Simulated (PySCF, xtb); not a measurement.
C3H5BFNO, SMILES C/N=C/B(F)C=O. The values are those of a single conformer.

Harmonic wavenumbers (cm⁻¹) from xtb with GFN2-xTB at its own minimum, in rising order: 30, 39, 114, 140, 207, 210, 265, 364, 452, 615, 750, 802, 893, 1004, 1068, 1091, 1148, 1307, 1334, 1372, 1375, 1438, 1456, 1679, 1744, 2669, 2791, 2886, 2977, 2997.

Q: What does B3LYP-D3(BJ)/def2-SVP (PySCF 2.14.0) give at its own minimum? (Estimate from the structure and the level; the computed values follow.)

A: 65, 84, 114, 179, 220, 221, 371, 470, 502, 566, 807, 903, 979, 1011, 1128, 1146, 1157, 1351, 1377, 1402, 1439, 1444, 1461, 1713, 1790, 2834, 2971, 2984, 3074, 3088. Paired by order, the mean absolute difference is 58 cm⁻¹ and the zero-point energies are 50.3 and 52.7 kcal/mol.
